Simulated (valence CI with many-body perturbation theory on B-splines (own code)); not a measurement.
# E1 transitions of In¹⁸⁺

Calculated by valence CI with perturbative core correlation (CI+MBPT): three valence electrons over a frozen Dirac-Fock core [Ar] 3d10, radial functions for each j: 11 s, 11 p, 9 d, 7 f, 5 g, 2 h, 1 i, with the one-electron correlation potential Σ1 (screened to all orders), the two-electron term Σ2, the three-electron term Σ3, Breit, model QED; selected single and double excitations, second order for the rest (own B-spline code, finite nucleus).

No measured levels were compared; by estimate levels hold to about 250 cm⁻¹ or 0.2 % of their energy and the worst to 1 %, as in measured heavy ions of charge 2 to 7; those with d or f electrons hold less well.

Lines 101 to 150 of 274 in falling wavelength, among levels below 189.59 eV, chosen from the strongest by gf and those to the six lowest levels. Wavelengths and rates use the calculated energies, so an error of 2000 cm⁻¹ moves a line at 21.33 nm by 0.43 % and its rate by three times that or more. Electric multipoles are in the length gauge, E1 and E2 with the static RPA response of the core. Weak lines are less certain than strong ones. Lines between different terms over intervals too small for the method are left out, as are lines whose strength nearly cancels. Where a level lies close to another of its J and parity, the split of strength between their lines is uncertain. The highest levels of a list are the least certain.

Names give the largest LS component (configuration and term), which can be under half, so a name can repeat, a term be missing and a line seem to break the LS rules; names also repeat where a configuration has a term twice. Letters in brackets count levels of one name in rising energy.

| λ vac (nm) | Upper | Lower | A (s⁻¹) | log gf | Branch % |
| --- | --- | --- | --- | --- | --- |
| 21.33 | 4p²4d ⁴D_5/2 | 4s4p4d ⁴F°_5/2 | 1.32e+10 | -0.27 | 20.5 |
| 21.33 | 4p²4d ⁴D_3/2 | 4s4p4d ⁴F°_5/2 | 8.06e+09 | -0.66 | 10.5 |
| 21.31 | 4p³ ²P°_3/2 | 4s4p² ²D_5/2 | 1.86e+10 | -0.29 | 36.2 |
| 21.31 | 4s4p4d ²P°_1/2 [b] | 4s²4d ²D_3/2 | 4.04e+10 | -0.26 | 21.5 |
| 21.31 | 4s4p4d ²D°_3/2 [b] | 4s²4d ²D_5/2 | 6.43e+09 | -0.76 | 2.8 |
| 21.29 | 4s4p4d ²P°_3/2 [b] | 4s²4d ²D_5/2 | 5.16e+10 | 0.15 | 30.0 |
| 21.22 | 4p³ ⁴S°_3/2 [b] | 4s4p² ⁴P_3/2 | 2.24e+10 | -0.22 | 39.2 |
| 21.05 | 4s4p² ²P_3/2 | 4s²4p ²P°_3/2 | 7.82e+10 | 0.32 | 83.3 |
| 21.03 | 4s4p4d ²D°_5/2 [b] | 4s²4d ²D_5/2 | 4.55e+10 | 0.26 | 18.8 |
| 21.00 | 4p³ ²D°_5/2 | 4s4p² ⁴P_3/2 | 6.94e+07 | -2.56 | 0.3 |
| 20.71 | 4s4p4d ²D°_3/2 [b] | 4s²4d ²D_3/2 | 3.30e+10 | -0.07 | 14.1 |
| 20.70 | 4s4p4d ²P°_3/2 [b] | 4s²4d ²D_3/2 | 1.50e+10 | -0.41 | 8.7 |
| 20.57 | 4s4p4d ⁴F°_3/2 | 4s4p² ²D_3/2 | 1.60e+09 | -1.39 | 21.1 |
| 20.07 | 4p²4d ⁴D_7/2 | 4s4p4d ⁴F°_7/2 | 3.73e+09 | -0.74 | 10.4 |
| 19.94 | 4s4p4d ⁴F°_5/2 | 4s4p² ²D_3/2 | 3.38e+07 | -2.92 | 0.3 |
| 19.94 | 4p³ ²P°_3/2 | 4s4p² ²D_3/2 | 5.80e+09 | -0.86 | 11.2 |
| 19.33 | 4p³ ⁴S°_3/2 [b] | 4s4p² ⁴P_1/2 | 7.78e+09 | -0.76 | 13.6 |
| 19.04 | 4p³ ²P°_1/2 | 4s4p² ⁴P_3/2 | 4.13e+08 | -2.35 | 0.8 |
| 18.67 | 4s4p4d ⁴F°_3/2 | 4s4p² ⁴P_5/2 | 1.78e+08 | -2.43 | 2.4 |
| 18.53 | 4p²4d ²P_3/2 | 4p³ ²D°_5/2 | 1.61e+10 | -0.48 | 28.8 |
| 18.50 | 4s4p4d ²P°_3/2 [a] | 4s4p² ²P_3/2 | 1.60e+10 | -0.48 | 9.1 |
| 18.49 | 4s4p4d ⁴P°_5/2 | 4s4p² ²D_3/2 | 9.35e+08 | -1.54 | 0.9 |
| 18.34 | 4s4p² ²S_1/2 | 4s²4p ²P°_1/2 | 4.53e+09 | -1.34 | 8.5 |
| 18.25 | 4s4p4d ⁴D°_3/2 | 4s4p² ²D_3/2 | 7.43e+09 | -0.83 | 5.1 |
| 18.15 | 4s4p4d ⁴D°_1/2 | 4s4p² ²D_3/2 | 1.50e+08 | -2.83 | 0.1 |
| 18.14 | 4s4p4d ⁴F°_5/2 | 4s4p² ⁴P_5/2 | 5.24e+09 | -0.81 | 50.0 |
| 18.14 | 4p³ ²P°_3/2 | 4s4p² ⁴P_5/2 | 1.45e+08 | -2.54 | 0.3 |
| 18.08 | 4s4p4d ²F°_5/2 [a] | 4s4p² ²D_5/2 | 5.65e+09 | -0.78 | 7.2 |
| 18.07 | 4s4p² ²P_3/2 | 4s²4p ²P°_1/2 | 1.56e+10 | -0.51 | 16.7 |
| 17.94 | 4s4p4d ²D°_3/2 [a] | 4s4p² ²P_1/2 | 2.13e+10 | -0.39 | 16.9 |
| 17.82 | 4s4p4d ⁴F°_3/2 | 4s4p² ⁴P_3/2 | 3.07e+09 | -1.23 | 40.6 |
| 17.76 | 4p²4d ⁴F_5/2 | 4p³ ⁴S°_3/2 [a] | 9.50e+09 | -0.57 | 25.3 |
| 17.57 | 4p²4d ⁴D_5/2 | 4p³ ²D°_5/2 | 7.60e+09 | -0.68 | 11.9 |
| 17.51 | 4s4p4d ⁴D°_7/2 | 4s4p² ²D_5/2 | 1.15e+10 | -0.37 | 7.6 |
| 17.50 | 4p³ ²P°_1/2 | 4s4p² ⁴P_1/2 | 3.90e+08 | -2.45 | 0.8 |
| 17.49 | 4s4p4d ⁴P°_3/2 | 4s4p² ²D_5/2 | 1.21e+10 | -0.65 | 9.4 |
| 17.42 | 4p²4d ⁴D_5/2 | 4p³ ⁴S°_3/2 [b] | 7.40e+09 | -0.69 | 11.6 |
| 17.42 | 4p²4d ⁴D_3/2 | 4p³ ⁴S°_3/2 [b] | 2.55e+10 | -0.33 | 33.4 |
| 17.36 | 4s4p4d ⁴F°_7/2 | 4s4p² ⁴P_5/2 | 1.53e+10 | -0.26 | 96.6 |
| 17.34 | 4s4p4d ⁴F°_5/2 | 4s4p² ⁴P_3/2 | 3.81e+09 | -0.99 | 36.4 |
| 17.34 | 4p³ ²P°_3/2 | 4s4p² ⁴P_3/2 | 1.72e+09 | -1.51 | 3.3 |
| 17.18 | 4p²4d ²P_1/2 [a] | 4p³ ²P°_1/2 | 4.08e+10 | -0.44 | 24.2 |
| 17.08 | 4s4p4d ²F°_5/2 [a] | 4s4p² ²D_3/2 | 5.14e+10 | 0.13 | 65.0 |
| 17.04 | 4p²4d ²D_3/2 [a] | 4p³ ²P°_1/2 | 3.02e+10 | -0.28 | 36.7 |
| 17.03 | 4p²4d ²G_7/2 | 4p³ ²D°_5/2 | 1.98e+10 | -0.16 | 48.9 |
| 16.96 | 4s4p4d ²P°_1/2 [a] | 4s4p² ²S_1/2 | 8.47e+10 | -0.14 | 57.0 |
| 16.93 | 4s4p4d ⁴P°_5/2 | 4s4p² ⁴P_5/2 | 1.90e+10 | -0.31 | 18.7 |
| 16.91 | 4s4p4d ²P°_1/2 [b] | 4s4p² ²P_3/2 | 4.27e+10 | -0.44 | 22.7 |
| 16.90 | 4s4p4d ²D°_3/2 [a] | 4s4p² ²D_3/2 | 5.85e+10 | 0.00 | 46.5 |
| 16.90 | 4s4p4d ²D°_5/2 [a] | 4s4p² ²D_5/2 | 7.81e+10 | 0.30 | 92.3 |

**Question.** How does gf follow from A for the line at 18.53 nm?

**Answer.** gf = 1.4992 × (2J+1)_upper × A / σ², with σ = 539730 cm⁻¹ and 2J+1 = 4: gf = 0.332.
